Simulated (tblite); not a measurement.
Run record: molecular-dynamics run, `C#C[Si@H](OC)OC(C)=O`.

Computed with GFN2-xTB (tblite), gas phase: Langevin dynamics at 300 K from the optimised GFN2-xTB geometry, time step 0.5 fs, friction 0.01 fs⁻¹, 2000 steps. The input is one job of a driver script: a line of settings, then coordinates in Å. «temperature» is in K, «steps» counts time steps and «every» is the stride of the printed frames; «frames» go on to single points.

Command:
```bash
OMP_NUM_THREADS=1 python probes_run.py task.json out
```

Input:
```
{"job": {"kind": "md", "xc": "GFN2-xTB", "basis": "xTB", "temperature": 300, "steps": 2000, "every": 50, "frames": 5}, "charge": 0, "multiplicity": 1}
C     -1.025123     2.906454     0.019999
C     -0.876773     1.737248    -0.217355
Si    -0.645828    -0.068907    -0.571029
O     -1.459570    -1.002536     0.465809
C     -2.837860    -0.986620     0.666187
O      0.874747    -0.559206    -0.152555
C      1.960829    -0.127628    -0.773018
C      3.221913    -0.682643    -0.169109
O      1.921713     0.625613    -1.708003
H     -1.148308     3.931743     0.222566
H     -0.939450    -0.359365    -1.968984
H     -3.064879    -1.634373     1.512842
H     -3.360546    -1.353115    -0.220321
H     -3.187376     0.026028     0.878595
H      3.123355    -1.757066    -0.038076
H      3.363947    -0.233340     0.811811
H      4.072212    -0.450256    -0.802873
```

Output:
```
t/fs     T/K      E/eV
    0.0   259.0   -782.16784
   25.0   216.5   -781.92264
   50.0   270.4   -781.82217
   75.0   310.6   -781.76230
  100.0   237.2   -781.55921
  125.0   348.2   -781.69447
  150.0   229.7   -781.66035
  175.0   314.9   -781.75774
  200.0   303.2   -781.52097
  225.0   293.1   -781.53842
  250.0   304.8   -781.57720
  275.0   367.0   -781.62210
  300.0   340.8   -781.68464
  325.0   302.8   -781.53984
  350.0   220.8   -781.38008
  375.0   366.3   -781.43928
  400.0   368.8   -781.62512
  425.0   289.3   -781.61912
  450.0   307.4   -781.73725
  475.0   246.8   -781.46237
  500.0   370.2   -781.52175
  525.0   272.0   -781.50985
  550.0   348.4   -781.62059
  575.0   356.2   -781.53805
  600.0   339.1   -781.52245
  625.0   257.4   -781.54520
  650.0   362.8   -781.60319
  675.0   338.1   -781.74338
  700.0   244.6   -781.54452
  725.0   313.6   -781.71455
  750.0   352.1   -781.52150
  775.0   345.4   -781.59486
  800.0   311.2   -781.38703
  825.0   258.9   -781.26996
  850.0   346.7   -781.48188
  875.0   417.8   -781.60668
  900.0   317.2   -781.44806
  925.0   272.7   -781.39773
  950.0   255.8   -781.51809
  975.0   288.2   -781.65743
 1000.0   269.2   -781.54513
```

E is the potential energy; T comes from the kinetic energy over all 3N coordinates.

Q: Sum up the printed frames.

A: 41 frames over 1000 fs. T runs from 216 K (25 fs) to 418 K (875 fs), with a mean of 306 K over all frames and 316 K from 500 fs on. E starts at -782.168 eV, peaks 0.898 eV above that at 825 fs, and averages 0.630 eV above it from 500 fs on.

Q: Give the last frame.

A: 0.86 Å rms from the start after alignment:
```
atom  x, y, z in Å
C1     -1.096    3.364    1.518
C2     -1.417    2.309    1.064
Si3    -1.260    0.770    0.054
O4     -2.661   -0.115    0.095
C5     -3.901    0.433   -0.287
O6     -0.069   -0.228    0.685
C7      1.246   -0.003    0.670
C8      2.201   -1.109    1.028
O9      1.653    1.119    0.359
H10    -1.130    4.301    1.903
H11    -0.663    1.193   -1.231
H12    -4.480    0.710    0.597
H13    -4.541   -0.176   -0.934
H14    -3.776    1.312   -0.898
H15     3.166   -0.958    0.479
H16     1.777   -2.075    0.888
H17     2.354   -1.028    2.127
```

The run took 15 s of wall time on Arm Neoverse V1, one thread, shared host, and the process peaked at 0.18 GiB of memory.
